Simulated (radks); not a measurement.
These are the eigenvalues of the occupied orbitals of an atom or ion with whole-number occupations (hartree). Calculated with a radial shooting solver on a logarithmic mesh with Libxc functionals: scalar-relativistic Kohn-Sham, SCAN, spin-unpolarised, spherical densities, finite nucleus; meta-GGA in the generalised Kohn-Sham scheme; Fermi nuclear charge, rms radius of each element as measured or else 0.836 A^(1/3) + 0.57 fm.

orbital  eigenvalue
1s        -1976.778
2s        -331.9733
2p        -294.6667
3s        -76.11357
3p        -64.57897
3d        -49.75126
4s        -17.07266
4p        -13.24433
4d         -8.01642
5s         -3.79454
5p         -2.80198
4f         -2.31507
5f         -0.68712

Which element is it, and in what charge state? The configuration may be excited.

Answer. Z = 66, dysprosium, charge +4: Dy4+ in [Kr] 4d10 4f8 5s2 5p5 5f1. The list shows which subshells hold electrons but not how many an open one holds; the 1s level, -1976.8 hartree, gives Z - s = 62.9 by -(Z - s)^2/2, which with screening and relativity narrows Z to a few neighbours, and the depths of the outer levels then fix element, charge and occupations together.
